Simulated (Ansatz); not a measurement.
Consider the redistribution: `CS[SiH2][SeH]` + disiloxane → `CS[SiH2]O[SiH3]` + `[SiH3][SeH]`.

Calculated with Ansatz (gas phase, PBE0-D4/def2-TZVP geometries, no zero-point term in ΔE). CCSD(T)/CBS is the MP2 limit (def2-TZVPP, def2-QZVPP) plus CCSD(T) − MP2 in def2-TZVPP, frozen cores. DFT in def2-TZVPP. B3LYP here is the variant with VWN-RPA as its local correlation; programs differ in this. For Se outer-core shells are correlated without core-valence functions, which leaves a few kJ/mol of doubt a bond. Scalar relativity is left out up to krypton. Each species was taken in one conformer, which may not be the lowest.

| level | ΔE (kJ/mol) | difference from CCSD(T)/CBS |
| --- | --- | --- |
| PBE-D4 | -8.7 | -0.9 |
| r2SCAN-D4 | -9.1 | -1.3 |
| PBE0-D4 | -8.6 | -0.8 |
| B3LYP-D4 | -8.1 | -0.3 |
| ωB97X-V | -9.5 | -1.7 |
| ωB97M-V | -9.3 | -1.5 |
| B2PLYP | -6.8 | 1.0 |
| PBE | -7.6 | 0.2 |
| r2SCAN | -8.6 | -0.8 |
| PBE0 | -7.5 | 0.3 |
| B3LYP | -6.6 | 1.2 |
| HF/def2-TZVPP | -6.8 | 1.0 |
| MP2/def2-TZVPP | -6.4 | 1.4 |
| SCS-MP2/def2-TZVPP | -6.5 | 1.3 |
| CCSD/def2-TZVPP | -8.5 | -0.7 |
| CCSD(T)/def2-TZVPP | -8.7 | -0.9 |
| HF/def2-QZVPP | -6.7 | 1.1 |
| MP2/def2-QZVPP | -5.9 | 1.9 |
| SCS-MP2/def2-QZVPP | -6.0 | 1.8 |
| HF/CBS(def2) | -6.7 | 1.1 |
| MP2/CBS(def2) | -5.5 | 2.3 |
| CCSD/CBS(def2) | -7.7 | 0.1 |
| CCSD(T)/CBS | -7.8 | 0 |

Largest T1 diagnostic among the species: 0.011.
